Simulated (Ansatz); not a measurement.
Input for Ansatz (a program for electronic structure): R-CCSD(T)/def2-TZVPP on ClH2NSn (SMILES [NH2][Sn][Cl]), a point of a torsion scan. Elements past Kr take the def2 small-core potentials; no spin–orbit coupling. The run froze 15 orbitals, filled d shells among them.

Ansatz 0.2 input:
```yaml
crystal:
  periodic: [false, false, false]
  atoms:
    - {symbol: N, position_ang: [-0.79231785, -0.00920725, -0.05007344]}
    - {symbol: Sn, position_ang: [0.91433021, -1.09978169, -0.37792673]}
    - {symbol: Cl, position_ang: [2.08043606, 0.60584021, -1.53782876]}
    - {symbol: H, position_ang: [-0.94801635, 0.94522881, -0.34665581]}
    - {symbol: H, position_ang: [-1.62799473, -0.31343591, 0.43052679]}
basis:
  gaussian:
    orbitals: def2-TZVPP
magnetization: {spin_polarized: false}
correlation: {method: ccsd_t, electrons: outside_noble_gas}
scf: {lower_state_search: off}
```

**Question.** What total energy does the run end on?

**Answer.** -729.1206 hartree (reference determinant -728.5793, T1 diagnostic 0.015).

**Question.** How many basis functions does it have, and what does it roughly cost on one machine?

**Answer.** 151 functions; around 15 core-seconds (rough).
